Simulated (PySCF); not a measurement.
Electronic absorption of W(NH)2(CH2SiH3)2

Species: W(NH)2(CH2SiH3)2, C2H12N2Si2W (singlet state).
Structure used (PBE0-D3(BJ)/def2-SVP), in Å, numbered top down from 1:
```
atom  x, y, z in Å
W1     0.1849   -0.0011    0.1107
N2     0.0924   -0.0063    1.8592
H3     0.4792   -0.0073    2.7982
N4     1.8225   -0.0015   -0.5045
H5     2.8347   -0.0010   -0.4247
C6    -0.7295    1.7838   -0.5641
Si7    0.0027    3.4123    0.0243
H8    -0.6917    1.7647   -1.6703
H9    -1.7881    1.7450   -0.2421
H10   -0.1129    3.5279    1.5095
H11    1.4449    3.5082   -0.3551
H12   -0.7117    4.5790   -0.5888
C13   -0.7406   -1.7755   -0.5751
Si14  -0.0566   -3.4167    0.0362
H15   -1.8035   -1.7161   -0.2697
H16   -0.6877   -1.7629   -1.6805
H17    1.4018   -3.5307   -0.2698
H18   -0.2491   -3.5394    1.5128
H19   -0.7545   -4.5688   -0.6216
```

Method: TDDFT B3LYP/def2-SVPD, vertical, gas phase, core orbitals frozen in the response, def2 core potentials past Kr in PySCF. Spin–orbit coupling is left out.

Problem. What does the calculation give for the low-lying excited states?

Solution. 

| state | E (eV) | E (kJ/mol) | λ (nm) | f | \|μ\| (D) | main configurations (H = HOMO, L = LUMO) |
| --- | --- | --- | --- | --- | --- | --- |
| S1 | 4.05 | 391 | 306.1 | 0.0036 | 0.48 | H→L (99%) |
| S2 | 4.66 | 449 | 266.3 | 0.014 | 0.89 | H-1→L (87%), H→L+1 (11%) |
| S3 | 5.16 | 498 | 240.1 | 0.0000 | 0.04 | H-2→L (92%) |
| S4 | 5.32 | 513 | 233.1 | 0.0000 | 0.01 | H-1→L+1 (89%) |
| S5 | 5.44 | 525 | 227.8 | 0.0003 | 0.11 | H-4→L (66%), H-3→L (28%) |
| S6 | 5.45 | 526 | 227.5 | 0.021 | 1.01 | H→L+1 (78%) |
| S7 | 5.61 | 541 | 221.1 | 0.039 | 1.36 | H-3→L (47%), H-4→L (22%), H-8→L (20%) |
| S8 | 5.88 | 567 | 211.0 | 0.0000 | 0.03 | H-5→L (73%), H→L+2 (20%) |
| S9 | 5.93 | 572 | 209.0 | 0.0000 | 0.03 | H-2→L+1 (61%), H-1→L+2 (25%) |
| S10 | 6.06 | 585 | 204.6 | 0.0017 | 0.27 | H→L+4 (73%), H→L+3 (18%) |

Triplets, Tamm–Dancoff:

```
state  E (eV)  λ (nm)  main configurations (H = HOMO, L = LUMO)
   T1    3.85   322.4                                 H→L (98%)
   T2    4.10   302.7                               H-1→L (90%)
   T3    4.53   273.9                               H→L+1 (87%)
   T4    4.53   273.4                               H-2→L (77%)
```

The lowest singlet comes at 306 nm (391 kJ/mol) in the ultraviolet; it is very weak; its leading configuration is HOMO→LUMO (99%). The most intense listed level is S7 at 5.61 eV (221 nm, f = 0.039), 1.56 eV above S1. S5/S6 lie within about 0.01 eV of each other. For S1 the Löwdin share of tungsten is at most 12% in HOMO and 56% in LUMO (ligand-to-metal charge transfer by this measure); for S7 the Löwdin share of tungsten is 19% in HOMO-3 and 56% in LUMO. Of the 10 states listed, 3 reach f = 0.01 and 5 stay under 0.0005. Orbital energies (eV): HOMO-3 -8.73, HOMO-2 -8.17, HOMO-1 -7.71, HOMO -7.18, LUMO -1.91, LUMO+1 -0.85, LUMO+2 -0.27. No computed singlet lies in the visible range (380 to 750 nm); the lowest, at 306 nm, stands 0.79 eV above its violet end (3.26 eV). Only the lowest 10 singlets were computed, as vertical energies without vibronic structure.
